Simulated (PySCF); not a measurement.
Selenium dioxide, O₂Se, SMILES O=[Se]=O, point group C2v.

Force field and properties: PBE0/pcSseg-2 (PySCF, grid level 2). Vibrational terms come from second-order perturbation theory with semi-diagonal cubic constants, by steps of ±0.6 along the normal coordinates of each isotopologue. The parent has the commonest isotopes.

Equilibrium geometry (Å):

| atom | x | y | z |
| --- | --- | --- | --- |
| O1 | -1.1855 | -0.6358 | 0.1752 |
| Se2 | -0.1106 | 0.3760 | -0.4423 |
| O3 | 1.3420 | 0.2496 | 0.2168 |

An isotope shift is δ(isotopologue) − δ(parent), that is, the negative of the change in the averaged GIAO shielding; n counts bonds from the nearest label (0: the labelled atom itself). These are computed values; those of heavy atoms are rounded to 5 ppb, about the numerical noise.

What isotope shifts arise with ¹⁸O at 1?


| nucleus | n | 0 K (ppb) | 298.15 K (ppb) |
| --- | --- | --- | --- |
| O1 | 0 | -710 | -640 |
| Se2 | 1 | -610 | -545 |
| O3 | 2 | -210 | -190 |

What isotope shifts arise with ⁸²Se at 2?


```csv
nucleus,n,0 K (ppb),298.15 K (ppb)
Se2,0,-50,-45
O1,1,-45,-40
O3,1,-45,-40
```

What isotope shifts arise with ¹⁸O at 1, ⁸²Se at 2?


```
nucleus  n  0 K (ppb)  298.15 K (ppb)
     O1  0       -755            -680
    Se2  0       -665            -590
     O3  1       -255            -225
```

Spin–orbit effects of the heavy atoms on shieldings are missing.
